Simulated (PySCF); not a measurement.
Ligands exchanged one at a time, B H-CH3. All species are isolated molecules in the gas phase. Strings in code marks are SMILES.

The S1–T1 gap (TDA) from two functionals at the same geometries (CAM-B3LYP-D3(BJ)/def2-TZVP), both in PySCF: PBE-D3(BJ)/def2-TZVP and TPSSh-D3(BJ)/def2-TZVP. Excitations are Tamm–Dancoff values on a coarser integration grid. The basis has no diffuse functions, so Rydberg states are missing or too high.

| species | PBE-D3(BJ)/def2-TZVP (eV) |
|---|---|
| 1 of 3 H replaced by CH3 (`BC`) | 0.68 |
| 2 of 3 H replaced by CH3 | 0.60 |
| 3 of 3 H replaced by CH3 | 0.54 |

**Question.** What does TPSSh-D3(BJ)/def2-TZVP give for each?

**Answer.** 
- 1 of 3 H replaced by CH3 (`BC`): 0.72
- 2 of 3 H replaced by CH3: 0.64
- 3 of 3 H replaced by CH3: 0.59
Over these rows, drawn at random from the members with no instability flagged (it was tested for open shells, ions and some series alone), PBE minus TPSSh-D3(BJ): mean -0.04 eV, from -0.05 eV to -0.03 eV.
